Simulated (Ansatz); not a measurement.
Ansatz results at the PBE0-D4/def2-TZVP geometry: HOMO–LUMO gap (ωB97M-V/def2-TZVPP) 10.56 eV; size of the dipole moment (PBE/def2-TZVPP) 1.33 D; LUMO energy (ωB97M-V/def2-TZVPP) 1.17 eV.

Each molecule was computed in one conformer, which needn't be the lowest.

(1) Which molecule gave them?
A. `[F][GeH]1[O][SiH2]1`
B. `C=C[Si](N)(O)O`
C. `OCN1CO[SiH2]1`
D. `[SiH3][C@H]1O[C@@H]1I`

Answers

(1) C. The others give `[F][GeH]1[O][SiH2]1`: 9.64, 2.58, 0.20; `[SiH3][C@H]1O[C@@H]1I`: 10.48, 1.69, 0.90; `C=C[Si](N)(O)O`: 11.75, 1.89, 1.73.
